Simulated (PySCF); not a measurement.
C2H10Al2, singlet, B3LYP/def2-SVP optimised geometry.

```
14

Al     0.41    -1.07     0.00
Al    -0.47     1.37     0.00
C     -0.31     0.05    -1.69
H      0.43    -0.59    -2.21
H     -0.15     1.02    -2.21
H     -1.31    -0.31    -1.96
H      1.99    -1.07     0.00
H     -0.47    -2.38     0.00
C     -0.31     0.05     1.69
H     -0.15     1.02     2.21
H      0.43    -0.59     2.21
H     -1.31    -0.31     1.96
H      0.75     2.38     0.00
H     -1.99     1.82     0.00
```

Density from B3LYP/def2-TZVP run with PySCF at that geometry.

Minimum of the electron density along straight lines between bonded atoms, close to the bond critical point (lines longer than 1.1 times the sum of covalent radii, or with two minima, are not listed):

```csv
bond,length / Å,ρ at the minimum / e bohr⁻³,∇²ρ there / e bohr⁻⁵,position (fraction from the first atom)
Al1–C3,2.148,0.051,0.15,0.40
Al2–C3,2.148,0.051,0.15,0.40
C3–H4,1.107,0.260,-0.82,0.64
C3–H5,1.107,0.260,-0.82,0.64
C3–H6,1.101,0.269,-0.88,0.64
Al1–H7,1.583,0.083,0.21,0.50
Al1–H8,1.581,0.083,0.21,0.50
Al1–C9,2.148,0.051,0.15,0.40
Al2–C9,2.148,0.051,0.15,0.40
C9–H10,1.107,0.260,-0.82,0.64
C9–H11,1.107,0.260,-0.82,0.64
C9–H12,1.101,0.269,-0.88,0.64
Al2–H13,1.583,0.083,0.21,0.50
Al2–H14,1.581,0.083,0.21,0.50
```
